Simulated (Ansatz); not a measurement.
Reaction (formal exchange of groups at a B–B bond): `BB(C)BCl` + `C=C` → `C=CB(C)BCl` + BH₃

Isolated molecules relaxed with PBE0-D4/def2-TZVP in Ansatz; ΔE leaves out vibrations. CCSD(T)/CBS is the MP2 limit (def2-TZVPP, def2-QZVPP) plus CCSD(T) − MP2 in def2-TZVPP, frozen cores. This one scheme is used for every species. Functionals use def2-TZVPP. One conformer a species, not always the lowest.

CCSD(T)/CBS gives -2.9 kcal/mol.

Question: Another level gave -2.3 kcal/mol. Which?
A. CCSD(T)/def2-TZVPP
B. ωB97M-V/def2-TZVPP
C. r2SCAN/def2-TZVPP
D. HF/def2-TZVPP

Answer: B. ωB97M-V -2.3, CCSD(T)/def2-TZVPP -3.4, HF/def2-TZVPP -4.6, r2SCAN 0.4 kcal/mol.

Largest T1 diagnostic among the species: 0.014.

From PBE to PBE0 (25 % exact exchange), in def2-TZVPP and without D4, ΔE moves by −1.8 kcal/mol. The D4 term adds −1.2 kcal/mol with B3LYP and −0.7 kcal/mol with PBE0; it sums over pairs of atoms, weighted by their polarisabilities, and B3LYP, whose exchange is more repulsive, gets the larger term.

B3LYP here is the variant with VWN-RPA as its local correlation; programs differ in this.
